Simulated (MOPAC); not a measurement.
MOPAC input (PM6):

```
PM6 FORCE THERMO(298,298) PRECISE LET GEO-OK AUX(PRECISION=9) THREADS=1
NP

N     0.00000000 1    0.00000000 1   -1.00827380 1
P     0.00000000 1   -0.00000000 1    0.46909045 1
```

Output:

```
 *******************************************************************************
 **                                                                           **
 **                              MOPAC v23.2.5                                **
 **                                                                           **
 *******************************************************************************
 ** MOPAC's Digital Object Identifier: https://doi.org/10.5281/zenodo.6511958 **
 **                                                                           **
 ** Please cite the open-source release paper for use of this MOPAC version:  **
 ** J. E. Moussa and J. J. P. Stewart (2026)                                  **
 ** MOPAC: An open-source semiempirical molecular orbital program             **
 ** J. Open Source Softw., 11(119), 8025, https://doi.org/10.21105/joss.08025 **
 *******************************************************************************

                              PM6 CALCULATION RESULTS

 *******************************************************************************
 *  PM6        - The PM6 Hamiltonian to be used
 *  GEO-OK     - OVERRIDE INTERATOMIC DISTANCE AND OTHER SAFETY CHECKS
 *  LET        - OVERRIDE SOME SAFETY CHECKS
 *  PRECISE    - TIGHTER CRITERIA TO BE USED
 *  FORCE      - FORCE CALCULATION SPECIFIED
 *  AUX        - OUTPUT AUXILIARY INFORMATION
 *  THERMO     - THERMODYNAMIC QUANTITIES TO BE CALCULATED
 *******************************************************************************
PM6 FORCE THERMO(298,298) PRECISE LET GEO-OK AUX(PRECISION=9) THREADS=1
 NP

   ATOM   CHEMICAL          X               Y               Z
  NUMBER   SYMBOL      (ANGSTROMS)     (ANGSTROMS)     (ANGSTROMS)

     1       N          0.00000000  *   0.00000000  *  -1.00827380  *
     2       P          0.00000000  *  -0.00000000  *   0.46909045  *

          CARTESIAN COORDINATES

    NO.       ATOM           X           Y           Z

     1         N          0.0000      0.0000     -1.0083
     2         P          0.0000     -0.0000      0.4691

 General Reference for PM6:
 "Optimization of Parameters for Semiempirical Methods V: Modification of NDDO Approximations
 and Application to 70 Elements", J. J. P. Stewart, J. Mol. Mod., 13, 1173-1213 (2007)
 URL: https://link.springer.com/article/10.1007/s00894-007-0233-4

           Empirical Formula: N P  =     2 atoms

      MOLECULAR POINT GROUP   :   C*v

      RHF CALCULATION, NO. OF DOUBLY OCCUPIED LEVELS = 5

          HEAT OF FORMATION =      56.092868 KCALS/MOLE

          CARTESIAN COORDINATE DERIVATIVES

   NUMBER  ATOM         X            Y            Z

     1       N     -0.001644     0.000000     0.000000
     2       P      0.001644     0.000000     0.000000

 DIPOLE           X         Y         Z       TOTAL
 POINT-CHG.     3.134     0.000    -0.000     3.134
 HYBRID        -0.484     0.000     0.000     0.484
 SUM            2.650     0.000    -0.000     2.650

          GRADIENT NORM =   0.00233

          MOLECULAR WEIGHT =   44.98

          ROTATIONAL CONSTANTS IN CM(-1)

          A =    0.00000000   B =    0.80078414   C =    0.80078414

           PRINCIPAL MOMENTS OF INERTIA IN UNITS OF 10**(-40)*GRAM-CM**2

          A =        0.0000   B =       34.9567   C =       34.9567

          ORIENTATION OF MOLECULE IN FORCE CALCULATION

    NO.       ATOM         X         Y         Z

     1          N      -1.0173    0.0000    0.0000
     2          P       0.4600    0.0000   -0.0000

    FIRST DERIVATIVES WILL BE USED IN THE CALCULATION OF SECOND DERIVATIVES

    FOR POINT-GROUP C*v  THERE ARE  84 UNIQUE SYMMETRY FUNCTIONS.

(To convert to Hartree/Bohr^2, multiply by (10^(-21) x N x a0^2)/(4.184 x 627.51) =  0.0642)

           FORCE MATRIX IN MILLIDYNES/ANGSTROM

                  N  1       P  2
 ------------------------------
     N    1  12.716684
     P    2  12.716703  12.716723

          HEAT OF FORMATION =      56.092868 KCALS/MOLE

          ZERO POINT ENERGY       2.139 KCAL/MOL

           NORMAL COORDINATE ANALYSIS (Total motion = 1 Angstrom)

   Root No.       1

                 1 Sig

                1495.9

           1    0.6886
           2   -0.0000
           3   -0.0000
           4   -0.3114
           5    0.0000
           6    0.0000

           MASS-WEIGHTED COORDINATE ANALYSIS (NORMAL COORDINATES)

   Root No.       1

                 1 Sig

                1495.9

           1    0.8298
           2   -0.0000
           3   -0.0000
           4   -0.5580
           5    0.0000
           6    0.0000

          DESCRIPTION OF VIBRATIONS

 VIBRATION          1    1Sig        ATOM PAIR     ENERGY CONTRIBUTION    RADIAL
 FREQUENCY          1495.92         N 1 -- P 2        +100.0% (100.0%)    100.0%
 TRANSITION DIPOLE   0.8911
 TRAVEL (Ang.)       0.0684
 REDUCED MASS        9.6451
 EFFECTIVE MASS     18.5777
 FORCE CONSTANT     12.7167

      SYMMETRY NUMBER FOR POINT-GROUP C*v =  1

          SYSTEM IS A GROUND STATE

 NP

          MOLECULE IS LINEAR

          THERE ARE  1 GENUINE VIBRATIONS IN THIS SYSTEM
          THIS THERMODYNAMICS CALCULATION IS LIMITED TO
          MOLECULES WHICH HAVE NO INTERNAL ROTATIONS

                    CALCULATED THERMODYNAMIC PROPERTIES
                                          *
   TEMP. (K)   PARTITION FUNCTION   H.O.F.    ENTHALPY  HEAT CAPACITY ENTROPY
                                   KCAL/MOL   CAL/MOLE    CAL/K/MOL  CAL/K/MOL

 298.00  VIB.     0.1001D+01                     3.1245     0.0758     0.0119
         ROT.     0.2586D+03                   592.1869     1.9872    13.0270
         INT.     0.2588D+03                   595.3114     2.0630    13.0390
         TRA.     0.2916D+27                  1480.4672     4.9680    37.3343
         TOT.                       56.093    2075.7785     7.0310    50.3732

   *: NOTE: HEATS OF FORMATION ARE RELATIVE TO THE
            ELEMENTS IN THEIR STANDARD STATE AT 298K
              (=  Standard Enthalpy of Formation).

            Hvib:  Zero-point energy is not included.
                   frequencies of less than zero cm-1 are not included.
            Hrot = (3/2)RT
            Htra = (3/2)RT + pV = (5/2)RT

            Heat capacity is Cp, not Cv

          For more information, see: HTTP://OpenMOPAC.net/Manual/thermochemistry.html

           FORCE CONSTANT IN CARTESIAN COORDINATES (Millidynes/A)

    ATOM   CHEMICAL       X               Y               Z
   NUMBER   SYMBOL  FORCE CONSTANT  FORCE CONSTANT  FORCE CONSTANT

      1       N       12.716703       -0.001241       -0.001241
      2       P       12.716703       -0.001241       -0.001241

 **********************
 *                    *
 * JOB ENDED NORMALLY *
 *                    *
 **********************

 == MOPAC DONE ==
```
